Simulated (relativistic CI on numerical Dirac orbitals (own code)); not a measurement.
# V2+: L-alpha,beta X-ray emission

Computed with this model: Dirac-Coulomb-Breit CI, separate exchange-only KLI orbitals for each configuration, a model potential for QED, valence Slater integrals scaled by 0.8, multiplet model of X-ray emission after core ionisation; configurations [Ar] 3d3 → [He] 2s2 2p5 3s2 3p6 3d3 → [Ar] 3d2; 300 K; Lorentzian 0.84 eV and Gaussian 0.5 eV FWHM. Energies are those of the free ion, without screening or charge transfer. S is read from ⟨S²⟩ = S(S + 1).

Field parameters in Wybourne normalisation: D4h B²₀ = −7Ds, B⁴₀ = 21(Dq − Dt), B⁴₄ = 21√(5/14) Dq. The field is a parameter set, without covalency.

free ion: ground-state S = 1.50, centroid 521.87 eV. Peaks (eV, height): 515.8 (20), 518.6 (51), 523.0 (100).

D4h, 10Dq = 9600, Ds = -1500, Dt = -380 cm⁻¹: ground-state S = 1.50, centroid 520.07 eV. Peaks (eV, height): 515.2 (38), 519.5 (100), 520.7 (87), 522.3 (88), 524.5 (22).

D4h, 10Dq = 9600, Ds = -600, Dt = -380 cm⁻¹: ground-state S = 1.50, centroid 520.09 eV. Peaks (eV, height): 515.2 (42), 519.4 (95), 520.9 (78), 522.4 (100), 524.6 (22).

D4h, 10Dq = 9600, Ds = 1200, Dt = -380 cm⁻¹: ground-state S = 1.50, centroid 520.04 eV. Peaks (eV, height): 515.1 (35), 519.5 (100), 522.2 (79), 524.6 (24).

D4h, 10Dq = 9600, Ds = 2100, Dt = -380 cm⁻¹: ground-state S = 1.50, centroid 520.12 eV. Peaks (eV, height): 514.9 (27), 519.8 (100), 520.9 (91), 522.1 (83).

D4h, 10Dq = 9600, Ds = 3000, Dt = -380 cm⁻¹: ground-state S = 1.50, centroid 520.12 eV. Peaks (eV, height): 514.9 (25), 517.9 (75), 520.0 (100).

Strongest unbroadened transitions for D4h, 10Dq = 9600, Ds = 1200, Dt = -380 cm⁻¹:

| Energy (eV) | Relative strength |
| --- | --- |
| 514.79 | 57.0 |
| 515.40 | 44.0 |
| 517.69 | 42.5 |
| 518.07 | 32.2 |
| 519.28 | 54.7 |
| 519.39 | 34.0 |
| 519.64 | 41.9 |
| 520.07 | 38.8 |
| 520.96 | 39.5 |
| 520.99 | 36.6 |
| 521.00 | 69.8 |
| 521.95 | 37.0 |
| 521.97 | 47.4 |
| 521.98 | 47.0 |
| 522.35 | 100.0 |
| 522.37 | 65.6 |
| 522.55 | 61.0 |
| 522.96 | 49.8 |
